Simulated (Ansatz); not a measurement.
Molecular dynamics of CH5BrF2Si

The input (input.yaml):

```yaml
crystal:
  periodic: [false, false, false]
  atoms:
    - { symbol: Si, position_ang: [-0.566244, -0.669844, -0.502212] }
    - { symbol: C, position_ang: [0.696696, 0.378246, 0.777987] }
    - { symbol: F, position_ang: [0.185629, -0.997689, -1.885735] }
    - { symbol: F, position_ang: [-0.160637, -2.015659, 0.332985] }
    - { symbol: H, position_ang: [-2.015785, -0.661434, -0.289238] }
    - { symbol: H, position_ang: [0.014598, 0.994321, -0.109376] }
    - { symbol: Br, position_ang: [-1.021726, 1.738912, -1.476877] }
    - { symbol: H, position_ang: [0.232848, 0.062218, 1.721567] }
    - { symbol: H, position_ang: [1.06817, 1.410704, 0.916628] }
    - { symbol: H, position_ang: [1.566552, -0.239676, 0.514072] }
basis:
  gaussian: { orbitals: def2-SVP }
hamiltonian:
  xc: r2scan
md:
  timestep: 0.5
  n_steps: 200
  ensemble: nve
  temperature: 300.0
  initial_velocities: maxwell_boltzmann
  seed: 10239
```

Launched with:

```bash
$ ansatz run input.yaml --threads 4 --pin off --max-ram 5120MiB --backend cpu --events-out ev --progress --plain --runs-dir out
```

It starts at the highest image of a converged band, a first-order saddle point between two minima.

Output, in part (one step line in 7, the closing report, with atoms numbered from 0):

```
md step     0: t =     0.00 fs  T =   300.0 K  F+E_penalty+E_count = -84458.42137051 eV  E_kin = 0.310224 eV  conserved = -84458.11114651 eV  (28 SCF iters)
md step     7: t =     3.50 fs  T =   209.5 K  F+E_penalty+E_count = -84458.32732462 eV  E_kin = 0.216628 eV  conserved = -84458.11069667 eV  (30 SCF iters)
md step    14: t =     7.00 fs  T =   108.3 K  F+E_penalty+E_count = -84458.22256186 eV  E_kin = 0.112009 eV  conserved = -84458.11055244 eV  (31 SCF iters)
md step    21: t =    10.50 fs  T =   122.2 K  F+E_penalty+E_count = -84458.23720200 eV  E_kin = 0.126384 eV  conserved = -84458.11081838 eV  (31 SCF iters)
md step    28: t =    14.00 fs  T =   159.4 K  F+E_penalty+E_count = -84458.27554236 eV  E_kin = 0.164789 eV  conserved = -84458.11075305 eV  (33 SCF iters)
md step    35: t =    17.50 fs  T =   153.9 K  F+E_penalty+E_count = -84458.26992906 eV  E_kin = 0.159124 eV  conserved = -84458.11080549 eV  (31 SCF iters)
md step    42: t =    21.00 fs  T =   130.9 K  F+E_penalty+E_count = -84458.24603631 eV  E_kin = 0.135339 eV  conserved = -84458.11069758 eV  (30 SCF iters)
md step    49: t =    24.50 fs  T =   200.0 K  F+E_penalty+E_count = -84458.31740330 eV  E_kin = 0.206852 eV  conserved = -84458.11055145 eV  (30 SCF iters)
md step    56: t =    28.00 fs  T =   366.5 K  F+E_penalty+E_count = -84458.48994675 eV  E_kin = 0.379015 eV  conserved = -84458.11093133 eV  (30 SCF iters)
md step    63: t =    31.50 fs  T =   557.9 K  F+E_penalty+E_count = -84458.68778908 eV  E_kin = 0.576917 eV  conserved = -84458.11087233 eV  (30 SCF iters)
md step    70: t =    35.00 fs  T =   704.6 K  F+E_penalty+E_count = -84458.83959929 eV  E_kin = 0.728563 eV  conserved = -84458.11103650 eV  (30 SCF iters)
md step    77: t =    38.50 fs  T =   766.0 K  F+E_penalty+E_count = -84458.90265386 eV  E_kin = 0.792080 eV  conserved = -84458.11057371 eV  (29 SCF iters)
md step    84: t =    42.00 fs  T =   992.6 K  F+E_penalty+E_count = -84459.13756373 eV  E_kin = 1.026462 eV  conserved = -84458.11110215 eV  (29 SCF iters)
md step    91: t =    45.50 fs  T =  1189.8 K  F+E_penalty+E_count = -84459.34153675 eV  E_kin = 1.230326 eV  conserved = -84458.11121081 eV  (29 SCF iters)
md step    98: t =    49.00 fs  T =  1212.2 K  F+E_penalty+E_count = -84459.36443824 eV  E_kin = 1.253496 eV  conserved = -84458.11094243 eV  (30 SCF iters)
md step   105: t =    52.50 fs  T =  1247.3 K  F+E_penalty+E_count = -84459.40071771 eV  E_kin = 1.289801 eV  conserved = -84458.11091710 eV  (31 SCF iters)
md step   112: t =    56.00 fs  T =  1333.6 K  F+E_penalty+E_count = -84459.48997196 eV  E_kin = 1.379085 eV  conserved = -84458.11088736 eV  (29 SCF iters)
md step   119: t =    59.50 fs  T =  1370.0 K  F+E_penalty+E_count = -84459.52801739 eV  E_kin = 1.416731 eV  conserved = -84458.11128598 eV  (29 SCF iters)
md step   126: t =    63.00 fs  T =  1273.9 K  F+E_penalty+E_count = -84459.42794780 eV  E_kin = 1.317329 eV  conserved = -84458.11061861 eV  (30 SCF iters)
md step   133: t =    66.50 fs  T =  1352.4 K  F+E_penalty+E_count = -84459.50959025 eV  E_kin = 1.398490 eV  conserved = -84458.11110048 eV  (29 SCF iters)
md step   140: t =    70.00 fs  T =  1423.1 K  F+E_penalty+E_count = -84459.58215909 eV  E_kin = 1.471620 eV  conserved = -84458.11053892 eV  (29 SCF iters)
md step   147: t =    73.50 fs  T =  1458.2 K  F+E_penalty+E_count = -84459.61934492 eV  E_kin = 1.507945 eV  conserved = -84458.11140032 eV  (30 SCF iters)
md step   154: t =    77.00 fs  T =  1355.5 K  F+E_penalty+E_count = -84459.51221990 eV  E_kin = 1.401682 eV  conserved = -84458.11053753 eV  (30 SCF iters)
md step   161: t =    80.50 fs  T =  1480.9 K  F+E_penalty+E_count = -84459.64259443 eV  E_kin = 1.531358 eV  conserved = -84458.11123638 eV  (30 SCF iters)
md step   168: t =    84.00 fs  T =  1512.9 K  F+E_penalty+E_count = -84459.67509912 eV  E_kin = 1.564429 eV  conserved = -84458.11066974 eV  (29 SCF iters)
md step   175: t =    87.50 fs  T =  1470.9 K  F+E_penalty+E_count = -84459.63216240 eV  E_kin = 1.521005 eV  conserved = -84458.11115696 eV  (29 SCF iters)
md step   182: t =    91.00 fs  T =  1388.2 K  F+E_penalty+E_count = -84459.54591271 eV  E_kin = 1.435475 eV  conserved = -84458.11043812 eV  (30 SCF iters)
md step   189: t =    94.50 fs  T =  1562.6 K  F+E_penalty+E_count = -84459.72720908 eV  E_kin = 1.615850 eV  conserved = -84458.11135868 eV  (30 SCF iters)
md step   196: t =    98.00 fs  T =  1619.8 K  F+E_penalty+E_count = -84459.78602026 eV  E_kin = 1.675048 eV  conserved = -84458.11097257 eV  (28 SCF iters)
md step   200: t =   100.00 fs  T =  1621.6 K  F+E_penalty+E_count = -84459.78828056 eV  E_kin = 1.676869 eV  conserved = -84458.11141114 eV  (29 SCF iters)
Total energy: -84459.78828977 eV, -3103.8399707484 hartree
Atom 0 at    -0.307396    -1.230372     0.015501 Å, force    -0.198328    -0.342435    -0.540300 eV/Å
Atom 1 at     0.770494    -0.017680     0.846096 Å, force     0.513172     0.171103     0.256837 eV/Å
Atom 2 at     0.107205    -0.996940    -1.539229 Å, force    -0.411098    -0.227085    -0.237591 eV/Å
Atom 3 at    -0.066708    -2.829078     0.259240 Å, force     0.126169     0.666870     0.190158 eV/Å
Atom 4 at    -1.759911    -1.020686     0.249731 Å, force     0.012408    -0.010219    -0.179497 eV/Å
Atom 5 at    -1.715000     0.901365    -1.993475 Å, force     0.422894     0.753079     0.117420 eV/Å
Atom 6 at    -1.111117     2.200789    -1.713673 Å, force    -0.441739    -0.706366    -0.181791 eV/Å
Atom 7 at     0.425126     0.247424     1.864520 Å, force     0.434109    -0.081877    -0.147510 eV/Å
Atom 8 at     0.815624     0.899808     0.216503 Å, force    -0.308904    -0.338186     0.249228 eV/Å
Atom 9 at     1.802872    -0.422594     0.810131 Å, force    -0.148682     0.115115     0.473046 eV/Å
Dipole moment:    -0.070589     0.170066     0.262232 e Å
```

The run went to its last step. The conserved energy stayed within 0.074 meV per atom of its start (net change -0.026 meV per atom), so the integration is sound. The kinetic energy rose, since the run started high on the potential surface and went downhill. It ends in pieces (BrH + CH4F2Si), so much of that is their flight and rotation, not heat. A run of 0.1 ps of so small a system gives no equilibrium averages. The orbitals stay closed-shell, which can raise the energy where a bond breaks towards radicals; this wasn't checked here.

Between its relaxed ends the band would form Si1–Br7, C2–H6 and break Si1–C2, H6–Br7. These pairs go: Si1–Br7 2.64 → 3.93 Å, C2–H6 1.28 → 3.88 Å, Si1–C2 2.08 → 1.82 Å, H6–Br7 1.87 → 1.46 Å. In the last frame they stand as before the step (other bonds may differ from the relaxed reactants and products). It ends as BrH + CH4F2Si. Pairs count as bonded within 1.25 times the sum of covalent radii (0.12 Å more for H–H).

Last frame:

```xyz
10
Properties=species:S:1:pos:R:3
Si -0.307 -1.230 0.015
C 0.770 -0.018 0.846
F 0.107 -0.997 -1.539
F -0.067 -2.829 0.259
H -1.760 -1.021 0.250
H -1.715 0.901 -1.994
Br -1.111 2.201 -1.714
H 0.425 0.247 1.865
H 0.816 0.900 0.216
H 1.803 -0.423 0.810
```

Run time: 13 min on 4 threads of Arm Neoverse N1, with other jobs on the host, peak memory 0.24 GiB.
